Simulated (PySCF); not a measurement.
**How methods differ on the interval between two levels of Al⁺**

Al⁺ [Ne] 3s2 → Al⁺ [Ne] 3p2 [3P2, M_J = 2], as a difference of total energies. All numbers are calculated (PySCF 2.14, the two-component X2C-1e Hamiltonian, in x2c-SVPall-2c with one added diffuse shell each of s, p type (5s5p1d, 25 functions)). Correlated levels: [Ne] frozen. "Screened" scales the spin-orbit matrix elements by Boettger's factors to mimic the two-electron term; Breit and QED terms are absent.

```json
{"method": "GHF (spin-free)", "interval between two levels (cm⁻¹)": "85703"}
{"method": "GMP2 (spin-free)", "interval between two levels (cm⁻¹)": "90393"}
{"method": "GHF (screened spin-orbit)", "interval between two levels (cm⁻¹)": "85767"}
{"method": "GMP2 (screened spin-orbit)", "interval between two levels (cm⁻¹)": "90457"}
```

Errors of the correlated levels include the incompleteness of this basis and the frozen core.

The labels give the starting determinants; with spin-orbit coupling the two ends relaxed to ⟨J²⟩ = 0.00, ⟨L²⟩ = 0.00, ⟨S²⟩ = 0.00 and ⟨J²⟩ = 6.00, ⟨L²⟩ = 2.00, ⟨S²⟩ = 2.00.

For comparison: 94269 cm⁻¹ (measured; NIST Handbook of Basic Atomic Spectroscopic Data (Sansonetti and Martin, J. Phys. Chem. Ref. Data 34, 1559 (2005))).
